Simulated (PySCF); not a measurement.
Vertical excitations of a molecule ClF2H3Si2 from PySCF with TDA-PBE/def2-SVPD, as energy in eV (oscillator strength): 5.52 (0.010), 6.02 (0.001), 6.14 (0.021), 6.61 (0.005), 6.79 (0.002), 7.08 (0.063), 7.28 (0.026), 7.32 (0.047), 7.55 (0.007), 7.59 (0.077). Lowest triplet (TDA): 4.94 eV. Geometry optimised at PBE0-D3(BJ)/def2-SVP. The values are those of a single conformer.

### Question
Which structure fits?
(A) F[SiH2][Si@H](F)Cl
(B) F[SiH](F)[SiH2]Cl
(C) F[Si](F)([SiH3])Cl

### Answer
B, F[SiH](F)[SiH2]Cl
